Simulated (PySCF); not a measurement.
H2MoOS3, SMILES [S]=[Mo](=[S])([SH])[OH], multiplicity 1.

The structure is a stationary point at B3LYP-D3(BJ)/def2-SVP. The multiplicity is an assumed one; no other spin state was optimised. The structure was generated by enumeration; whether it is a known compound was not checked. The def2 effective core potentials stand for the cores of Mo; spin–orbit coupling is left out. Other conformers were not sampled.

Two levels are set side by side: TDA-PBE/def2-SVPD (PySCF) and TDA-B3LYP/def2-SVPD (PySCF). Vertical, same geometry. The lowest singlet is HOMO→LUMO 97 % with PBE and HOMO→LUMO 98 % with the other functional; states are paired by order. Differences are taken from unrounded values.

```tsv
quantity	TDA-PBE
lowest singlet excitation (eV)	2.39
lowest triplet excitation (TDA) (eV)	2.09
```

Problem. These are the TDA-PBE values. What does TDA-B3LYP give? (Estimate from the structure and the level; the computed values follow.)

Solution. 
```tsv
quantity	TDA-B3LYP	TDA-PBE minus TDA-B3LYP
lowest singlet excitation (eV)	2.40	-0.01
lowest triplet excitation (TDA) (eV)	2.09	0.00
```

Here PBE gives about what the other level gives.

Rough cost on one machine, each run with all the roots and properties that it gave: TDA-B3LYP against TDA-PBE about 3 times.
